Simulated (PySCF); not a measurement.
fluoro(prop-1-en-2-yloxy)borinic acid (C3H6BFO2), SMILES C=C(C)OB(O)F.

Geometry: ωB97X-D3(BJ)/def2-SVP. One conformer was computed; it need not be the lowest.

Level of theory: ωB97X-D3(BJ)/def2-SVP (PySCF).

Harmonic, unscaled wavenumbers; measured fundamentals usually lie a few per cent lower.

```tsv
mode	ν (cm⁻¹)	IR (km/mol)	moving atoms (share of kinetic energy)
1	31	1.0	F 35 %, C 35 %, H 15 %, O 14 %
2	85	2.5	O 68 %, C 15 %, H 15 %
3	169	1.5	F 29 %, C 26 %, O 22 %, H 21 %
4	198	1.0	H 86 %
5	346	10.6	C 37 %, O 25 %, H 24 %, F 13 %
6	402	5.4	C 32 %, F 23 %, O 21 %, H 16 %
7	458	29.2	H 29 %, O 26 %, C 23 %, F 16 %
8	502	2.3	C 50 %, H 40 %
9	507	94.1	H 88 %
10	580	4.2	O 39 %, H 25 %, C 21 %, F 8 %
11	681	87.7	B 77 %, O 12 %
12	744	5.5	H 76 %, C 10 %, O 9 %
13	804	2.6	O 42 %, H 22 %, F 18 %, C 17 %
14	888	51.6	H 73 %, C 27 %
15	927	2.1	C 45 %, H 39 %, O 11 %
16	993	59.0	H 54 %, O 23 %, F 11 %, C 9 %
17	1015	62.1	H 66 %, C 25 %
18	1068	2.7	H 62 %, C 38 %
19	1075	59.5	H 50 %, O 31 %, C 15 %
20	1328	127.7	C 48 %, H 38 %, O 9 %
21	1405	50.4	H 71 %, C 21 %
22	1428	135.3	H 39 %, B 28 %, C 23 %
23	1448	183.5	B 37 %, H 33 %, C 14 %, O 11 %
24	1455	5.3	H 94 %
25	1470	8.8	H 95 %
26	1502	903.1	B 71 %, O 26 %
27	1779	119.3	C 91 %, H 8 %
28	3073	11.7	H 97 %
29	3158	8.0	H 91 %, C 9 %
30	3197	8.8	H 91 %, C 9 %
31	3203	0.4	H 94 %
32	3307	2.3	H 89 %, C 11 %
33	3928	124.2	H 94 %
```
